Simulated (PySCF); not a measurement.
Species: C5H5O2 (doublet state).
Z-matrix (Å and degrees, GFN2-xTB geometry), rows numbered from 1:
```
C 
C   1  1.4816
C   2  1.3184  1  132.09
O   3  1.3476  2  116.49  1   179.98
C   4  1.3661  3  108.41  2     0.02
O   5  1.1928  4  122.96  3   179.94
C   5  1.5163  4  107.86  3    -0.07
H   1  1.0857  2  110.23  3    -0.02
H   1  1.0898  2  110.40  3   120.31
H   1  1.0898  2  110.43  3  -120.35
H   7  1.0915  2  112.45  1   -61.19
H   7  1.0915  2  112.46  1    61.08
```

The species is `CC1=[C]OC(=O)C1` [radical].

The calculation used PySCF, UKS B3LYP, pcH-1 on C H O, non-relativistic, mean-field spin-orbit, GIAO. Isolated species at its GFN2-xTB geometry, gas phase. Couplings are sensitive to structure, and on GFN2-xTB geometries they can be far from those on DFT ones. No stability test was run, so a lower SCF solution isn't excluded.

Principal values of hyperfine tensors in MHz (contact and dipolar terms together), for some of the nuclei:

```tsv
atom	isotope	A1	A2	A3	alike by the symmetry of this geometry
C3	13C	527.27	553.11	730.21	none
O4	17O	-116.73	-98.24	-94.09	none
C2	13C	31.47	56.48	86.59	none
C5	13C	35.16	35.55	47.74	none
C7	13C	10.97	13.18	33.62	none
C1	13C	10.18	10.33	14.37	none
H11	1H	-12.86	-10.39	-3.50	H12
O6	17O	-13.24	3.05	4.24	none
```

Split each tensor into its isotropic and traceless parts, and turn a_iso into mT with g = 2.0022.

a_iso = (A1 + A2 + A3)/3, Ti = Ai − a_iso; 1 mT corresponds to 28.023 MHz.

```tsv
atom	a_iso (MHz)	a_iso (mT)	T1	T2	T3
C3	603.53	21.537	-76.26	-50.42	126.68
O4	-103.02	-3.676	-13.71	4.78	8.93
C2	58.18	2.076	-26.71	-1.70	28.41
C5	39.48	1.409	-4.32	-3.93	8.25
C7	19.25	0.687	-8.28	-6.08	14.36
C1	11.63	0.415	-1.45	-1.30	2.74
H11	-8.92	-0.318	-3.94	-1.47	5.41
O6	-1.98	-0.071	-11.26	5.04	6.23
```

What spin density at the nucleus of C5 lies behind its contact coupling (g_N = 1.40482)?

a_FC = 800.24 MHz bohr³ × g_N × ρ(0)/(2S). With a_FC = 39.48 MHz and 2S = 1, ρ(0) = 0.03512 bohr⁻³.

H9 (1H, g_N = 5.58569) isn't in the table. Its spin density at the nucleus is -0.002395 bohr⁻³. What is its contact coupling?

By the same relation, a_FC = -10.70 MHz. Its full tensor has the principal values -12.79, -12.27, -7.05 MHz.

Name the largest traceless tensor T of the table and describe it.

C3: -76.3, -50.4, 126.7 MHz, rhombic: the two smaller values differ by 20 % of the largest.

What first-order splitting does O4 cause when the field lies along A1, A2 or A3 of its tensor (g taken as isotropic, no quadrupole term)?

6 lines (I = 5/2), spaced by |A_i|/(g × 13.996): 4.17, 3.51, 3.36 mT along the axes of A1, A2 and A3.

Time: 38 s of wall time (with the writing of density and orbital grids); peak memory 0.89 GiB. Hardware: Arm Neoverse V1, one thread (shared host).
